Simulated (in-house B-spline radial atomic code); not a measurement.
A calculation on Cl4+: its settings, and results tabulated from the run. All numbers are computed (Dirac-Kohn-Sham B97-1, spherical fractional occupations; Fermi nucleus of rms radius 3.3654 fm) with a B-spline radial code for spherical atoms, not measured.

Command:
```bash
python run_scf.py task.json out
```
Settings (nuclear radius in fm, mass in u):
```
Z                17
configuration    [Ne] 3s2 3p1
hamiltonian      dirac
method           b97_1
spin_polarised   False
nucleus          fermi
rms_radius       3.3654
atomic_mass      34.96885
speed_of_light   137.035999084
```

Output (hartree, bohr):
```
 radial grid: 67 intervals, B-splines of order 8, outer radius 14.6809 bohr

 iter        energy (Eh)    residual
    1        -454.599440    3.99e-01
    2        -456.523075    1.57e-01
    3        -456.734427    5.13e-02
    4        -456.758868    1.67e-02
    5        -456.761571    5.95e-03
    6        -456.761926    8.30e-05
    7        -456.761926    7.19e-06
    8        -456.761926    8.79e-08

 total energy                      -456.76193
 kinetic                             459.2177
 electron-nucleus                  -1059.5550
 Hartree                             170.0010
 exact exchange                       -5.4037
 exchange-correlation                -21.0219

 first-order corrections (not in the total)
   Gaunt                             0.1162
   retardation                      -0.0086
   frequency dependence             -0.0001
   self-energy                       0.0766
   Uehling                          -0.0052
   Wichmann-Kroll                    0.0000
   recoil                            0.0059

 orbital      occ     eigenvalue          <r>       <r^2>       <1/r>       r_max    small
 1s1/2      2.000      -104.4384    0.0909248   0.0111245     16.6801     0.05947  3.66e-03
 2s1/2      2.000       -11.9394     0.441189    0.230981      3.3326      0.3609  5.80e-04
 2p1/2      2.000        -9.6698     0.402565    0.201533     3.23775      0.2999  5.56e-04
 2p3/2      4.000        -9.6063      0.40483    0.203657     3.21341      0.3017  5.53e-04
 3s1/2      2.000        -2.7688      1.35356     2.08769     1.02331       1.204  1.18e-04
 3p1/2      0.333        -2.1549      1.45672      2.4475    0.928298       1.275  1.02e-04
 3p3/2      0.667        -2.1476       1.4613     2.46257    0.924457       1.279  1.01e-04
```

Cost of the run: 0.93 s on 1 thread of Arm Neoverse V2, with other jobs on the host.

For the Dirac Hamiltonian the kinetic term is c α·p + (β - 1)c².

Caution: exact exchange at fractional occupations of open shells leaves self-interaction of up to several eV.
